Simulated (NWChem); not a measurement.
System: C₂H₆O₂Si; SMILES CC1O[SiH2]O1

```xyz
11

C      0.3908    -2.0062     0.0000
C     -0.4654    -0.7714     0.0000
O     -0.1805     0.0938    -1.1050
Si     0.1818     1.3166     0.0000
O     -0.1805     0.0938     1.1050
H      1.4550    -1.7291     0.0000
H      0.1786    -2.6094     0.8946
H      0.1786    -2.6094    -0.8946
H     -1.5415    -1.0314     0.0000
H      1.5903     1.8000     0.0000
H     -0.7489     2.4790     0.0000
```
Atoms are numbered in this order, from 1.

Results from NWChem. All runs use the structure optimised with PBE0/def2-SVP. GIAO values for the isolated, static molecule; σ is the absolute isotropic shielding, δ = σ(reference) − σ with the isolated reference molecule computed at the same levels (13C: tetramethylsilane, 1H: tetramethylsilane, 17O: water, 29Si: tetramethylsilane).

Task: Predict the results for LDA (Slater exchange, VWN5)/pcSseg-1. Quantities: δ C2 (ppm); δ O3 (ppm); δ Si4 (ppm); δ H6 (rotor mean) (ppm); δ H9 (ppm); δ H10 (ppm); δ H11 (ppm).

Result: 
| Property | Value |
|---|---|
| δ C2 (ppm) | 121.8 |
| δ O3 (ppm) | 137.3 |
| δ Si4 (ppm) | 33.5 |
| δ H6 (rotor mean) (ppm) | 1.61 |
| δ H9 (ppm) | 6.70 |
| δ H10 (ppm) | 6.46 |
| δ H11 (ppm) | 6.44 |
